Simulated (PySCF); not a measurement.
## Vertical excitation energies

Compound: GaCl2Br.
Bonds: Ga1–Cl2, Ga1–Cl3, Ga1–Br4.

Computed, not measured: TDDFT wB97X-D/def2-SVPD, vertical, gas phase, core orbitals frozen in the response in PySCF. Geometry: PBE0-D3(BJ)/def2-SVP; no solvent, vibrations or thermal averaging. The wB97X-D/def2-SVPD calculation is non-relativistic and has no spin–orbit coupling, an omission that weighs most on bromine and gallium.

Task: What does the calculation give for the low-lying excited states?

Result: 

| state | E (eV) | ν̃ (cm⁻¹) | f | symmetry | main configurations (H = HOMO, L = LUMO) |
| --- | --- | --- | --- | --- | --- |
| S1 | 5.69 | 45870 | 0.012 | B1 or B2 | H→L (96%) |
| S2 | 5.85 | 47150 | 0.0044 | B1 or B2 | H-1→L (97%) |
| S3 | 6.25 | 50420 | 0.0000 | – | H→L+1 (99%) |
| S4 | 6.30 | 50800 | 0.035 | B1 or B2 | H-2→L (93%) |
| S5 | 6.34 | 51170 | 0.0001 | – | H-4→L (96%) |
| S6 | 6.40 | 51590 | 0.034 | A1 | H-3→L (72%), H-1→L+1 (25%) |
| S7 | 6.76 | 54520 | 0.0000 | – | H-2→L+1 (99%) |
| S8 | 6.83 | 55110 | 0.0078 | A1 | H-3→L+1 (92%) |
| S9 | 6.84 | 55200 | 0.120 | A1 | H-1→L+1 (60%), H-3→L (17%), H-6→L (12%) |
| S10 | 7.02 | 56590 | 0.050 | B1 or B2 | H-5→L (95%) |
| S11 | 7.17 | 57840 | 0.040 | B1 or B2 | H-4→L+1 (85%), H-7→L (11%) |
| S12 | 7.84 | 63250 | 0.0000 | – | H-5→L+1 (92%) |
| S13 | 8.22 | 66280 | 0.381 | A1 | H-6→L (70%) |
| S14 | 8.27 | 66730 | 0.0043 | A1 | H-6→L+1 (97%) |
| S15 | 8.46 | 68220 | 0.0032 | B1 or B2 | H-7→L+1 (97%) |

Triplets, Tamm–Dancoff:

```json
{"state": "T1", "E (eV)": "5.30", "λ (nm)": "234.1", "main configurations (H = HOMO, L = LUMO)": "H→L (94%)"}
{"state": "T2", "E (eV)": "5.51", "λ (nm)": "225.1", "main configurations (H = HOMO, L = LUMO)": "H-1→L (94%)"}
{"state": "T3", "E (eV)": "5.87", "λ (nm)": "211.1", "main configurations (H = HOMO, L = LUMO)": "H-2→L (93%)"}
{"state": "T4", "E (eV)": "5.89", "λ (nm)": "210.5", "main configurations (H = HOMO, L = LUMO)": "H-3→L (90%)"}
```

The lowest singlet comes at 218 nm (549 kJ/mol) in the ultraviolet; it is weak; its leading configuration is HOMO→LUMO (96%). The strongest level in the table is S13 at 8.22 eV (151 nm, f = 0.381). Löwdin shares by element: HOMO bromine 78%, chlorine 18%; LUMO gallium 40%, chlorine 36%, bromine 24%. The oscillator strengths of these states sum to 0.692; summed over the whole spectrum of an exact calculation they would give the number of electrons, 100 (Thomas–Reiche–Kuhn). Weighted by f, the mean energy of these states is 7.57 eV. The listed states span 2.77 eV, and the widest gap between neighbours is 0.67 eV (S11 to S12). All these states lie below the vertical ionisation energy of 11.46 eV (ΔSCF). Symmetry labels in C2v follow from the direction of the transition dipole and are given only for states with f of 0.002 or more; B1 and B2 swap with the choice of axes. The window holds the lowest 15 singlets.

On x86-64 server, one thread (shared host), this took 75 s.
